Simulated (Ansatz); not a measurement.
Conformers of `O=C1CCSCC1`, each relaxed with PBE0-D4/def2-TZVP in Ansatz. CBS adds the triple-zeta coupled-cluster correction to the MP2 limit.

Not all of them had a frequency check.

Conformer A:

Cartesian coordinates in Å:
```
O 0.163 -2.164 -1.220
C 0.086 -1.117 -0.630
C 0.638 -0.944 0.766
C 1.163 0.456 1.024
S -0.138 1.720 0.977
C -1.276 0.968 -0.220
C -0.569 0.099 -1.244
H -0.171 -1.172 1.471
H 1.415 -1.698 0.913
H 1.947 0.708 0.305
H 1.603 0.521 2.021
H -2.037 0.390 0.310
H -1.782 1.800 -0.711
H 0.215 0.681 -1.744
H -1.256 -0.247 -2.019
```

Conformer B:

```xyz
15

O     0.496    0.567    2.294
C     0.003    0.261    1.237
C    -0.536    1.301    0.282
C     0.045    1.171   -1.122
S    -0.275   -0.439   -1.863
C     0.489   -1.437   -0.574
C    -0.112   -1.182    0.805
H    -0.318    2.284    0.704
H    -1.623    1.178    0.227
H     1.123    1.356   -1.111
H    -0.405    1.909   -1.790
H     1.567   -1.249   -0.563
H     0.343   -2.478   -0.867
H     0.378   -1.797    1.563
H    -1.176   -1.443    0.778
```

Which is lowest in electronic energy at CCSD(T)/CBS (frozen core, def2 sets), and by how much? (An estimate is asked.)

Ansatz gave: B; A lies 11.6 kJ/mol higher.

Give the energies relative to B (kJ/mol) with ωB97X-V/def2-TZVPP, SCS-MP2/def2-TZVPP, CCSD/def2-TZVPP, HF/def2-QZVPP, HF/CBS(def2), MP2/CBS(def2), CCSD/CBS(def2). (Best estimate.)

The calculation gave: 
| level | A |
| --- | --- |
| ωB97X-V/def2-TZVPP | 10.7 |
| SCS-MP2/def2-TZVPP | 12.1 |
| CCSD/def2-TZVPP | 11.5 |
| HF/def2-QZVPP | 12.3 |
| HF/CBS(def2) | 12.3 |
| MP2/CBS(def2) | 12.3 |
| CCSD/CBS(def2) | 11.5 |
